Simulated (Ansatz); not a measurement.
Species: H3BNO, charge 0, doublet. H3BNO (SMILES N[B]O, doublet).
B3LYP-D3(BJ)/def2-TZVP minimum from Ansatz (an electronic-structure program):
```
B
O 1 1.3520
H 2 0.9694 1 116.63
N 1 1.3958 2 128.36 3 0.00
H 4 1.0044 1 122.29 2 -180.00
H 4 1.0128 5 113.56 1 -180.00
```
Charge 0, spin multiplicity 2.

Total energies in hartree (Ansatz). Open shells are spin-unrestricted; no spin-orbit coupling. Cores are frozen in correlated methods. No relativity. Where a partner has so few electrons that a lower coupled-cluster level is exact, that level stands in.

```tsv
species	HF/cc-pVTZ	CCSD(T)/cc-pVTZ	HF/cc-pVQZ	CCSD(T)/cc-pVQZ	CCSD(T)/cc-pVDZ	CCSDT(Q)/cc-pVDZ
1: H3BNO (SMILES N[B]O, doublet)	-155.83900	-156.40451	-155.85144	-156.45392	-156.23740	-156.23915
2: B (doublet)	-24.53207	-24.59810	-24.53297	-24.60084	-24.58941	-24.58977
3: O (triplet)	-74.81176	-74.97396	-74.81729	-74.99357	-74.90995	-74.91013
4: H (doublet)	-0.49981	-0.49981	-0.49995	-0.49995	-0.49928	-0.49928
5: N (quartet)	-54.40069	-54.51471	-54.40372	-54.52482	-54.47850	-54.47866
```

Work out the atomisation energy (electronic, to ground-state atoms) in kJ/mol: take Hartree-Fock from cc-pVQZ, extrapolate the CCSD(T) correlation energy as X^-3 (X = 3, 4), and add CCSDT(Q) - CCSD(T) in cc-pVDZ. 1 hartree = 2625.5 kJ/mol.


Species 1: correlation (64·(-0.60248) - 27·(-0.56551))/37 = -0.62946; step -0.00175; E1 = -155.85144 + (-0.62946) + (-0.00175) = -156.48265
Species 2: correlation (64·(-0.06787) - 27·(-0.06603))/37 = -0.06921; step -0.00036; E2 = -24.53297 + (-0.06921) + (-0.00036) = -24.60254
Species 3: correlation (64·(-0.17628) - 27·(-0.16220))/37 = -0.18655; step -0.00018; E3 = -74.81729 + (-0.18655) + (-0.00018) = -75.00402
Species 4: correlation (64·(0.00000) - 27·(0.00000))/37 = 0.00000; step +0.00000; E4 = -0.49995 + (0.00000) + (+0.00000) = -0.49995
Species 5: correlation (64·(-0.12110) - 27·(-0.11402))/37 = -0.12627; step -0.00016; E5 = -54.40372 + (-0.12627) + (-0.00016) = -54.53015
-1·E1 +1·E2 +1·E3 +3·E4 +1·E5 = 0.84609 hartree = 2221.4 kJ/mol.
